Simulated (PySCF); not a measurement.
B²⁺ (boron, charge +2) across methods

[He] 2s1, 2S determinant. All numbers are calculated (PySCF 2.14, the spin-free X2C one-electron Hamiltonian (Gaussian nucleus), in aug-cc-pVDZ-DK).

```json
{"method": "PBEsol", "E (hartree)": "-23.2665", "mean ε 1s α (eV)": "-210.40", "mean ε 1s β (eV)": "-209.76", "mean ε 2s α (eV)": "-32.463", "Σ⟨r²⟩ (bohr²)": "3.485", "⟨S²⟩": "0.750"}
{"method": "HSE06", "E (hartree)": "-23.4035", "mean ε 1s α (eV)": "-218.87", "mean ε 1s β (eV)": "-218.02", "mean ε 2s α (eV)": "-33.619", "Σ⟨r²⟩ (bohr²)": "3.478", "⟨S²⟩": "0.750"}
{"method": "B3LYP", "E (hartree)": "-23.4353", "mean ε 1s α (eV)": "-218.22", "mean ε 1s β (eV)": "-217.52", "mean ε 2s α (eV)": "-33.753", "Σ⟨r²⟩ (bohr²)": "3.461", "⟨S²⟩": "0.750"}
{"method": "PBE0", "E (hartree)": "-23.4004", "mean ε 1s α (eV)": "-219.27", "mean ε 1s β (eV)": "-218.41", "mean ε 2s α (eV)": "-34.040", "Σ⟨r²⟩ (bohr²)": "3.477", "⟨S²⟩": "0.750"}
{"method": "LDA", "E (hartree)": "-23.1354", "mean ε 1s α (eV)": "-209.32", "mean ε 1s β (eV)": "-208.64", "mean ε 2s α (eV)": "-32.349", "Σ⟨r²⟩ (bohr²)": "3.499", "⟨S²⟩": "0.750"}
{"method": "PBE", "E (hartree)": "-23.3893", "mean ε 1s α (eV)": "-211.78", "mean ε 1s β (eV)": "-211.10", "mean ε 2s α (eV)": "-32.670", "Σ⟨r²⟩ (bohr²)": "3.479", "⟨S²⟩": "0.750"}
{"method": "r2SCAN", "E (hartree)": "-23.4261", "mean ε 1s α (eV)": "-214.75", "mean ε 1s β (eV)": "-214.28", "mean ε 2s α (eV)": "-32.939", "Σ⟨r²⟩ (bohr²)": "3.466", "⟨S²⟩": "0.750"}
{"method": "UHF", "E (hartree)": "-23.37829", "mean ε 1s α (eV)": "-240.93", "mean ε 1s β (eV)": "-239.54", "mean ε 2s α (eV)": "-37.734", "Σ⟨r²⟩ (bohr²)": "3.496", "⟨S²⟩": "0.750"}
```

Question: Estimate the same row for TPSSh.

Answer: E (hartree) = -23.4410; mean ε 1s α (eV) = -216.71; mean ε 1s β (eV) = -216.01; mean ε 2s α (eV) = -33.313; Σ⟨r²⟩ (bohr²) = 3.462; ⟨S²⟩ = 0.750.
